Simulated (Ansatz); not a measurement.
Reaction (ligand exchange at the Si–O bond): `Cl[SiH](Cl)[O][GeH3]` + `O[SiH2]S` → `O[SiH2]S[SiH](Cl)Cl` + `[OH][GeH3]`

Program: Ansatz. Geometries: PBE0-D4/def2-TZVP. ΔE: electronic, gas phase. CCSD(T)/CBS is the MP2 limit (def2-TZVPP, def2-QZVPP) plus CCSD(T) − MP2 in def2-TZVPP, frozen cores. DFT in def2-TZVPP. For Ge outer-core shells are correlated without core-valence functions, which leaves a few kJ/mol of doubt a bond. Scalar relativity is left out up to krypton. One conformer a species, not always the lowest.

```csv
level,ΔE (kJ/mol)
PBE-D4,46.5
CCSD(T)/def2-TZVPP,68.6
```

Task: What does CCSD(T)/CBS give? (An estimate is asked.)

Result: The calculation gave: +63.6 kJ/mol. The listed levels differ from it by -17.1, 5.0 kJ/mol.

Largest T1 diagnostic among the species: 0.011.

The D4 term adds −7.9 kJ/mol with B3LYP and −4.2 kJ/mol with PBE0; it sums over pairs of atoms, weighted by their polarisabilities, and B3LYP, whose exchange is more repulsive, gets the larger term. In def2-TZVPP, CCSD(T) changes the Hartree–Fock value by −25.6 kJ/mol (the triples alone add −5.3 kJ/mol) and MP2 by −31.8 kJ/mol.

B3LYP here is the variant with VWN-RPA as its local correlation; programs differ in this.
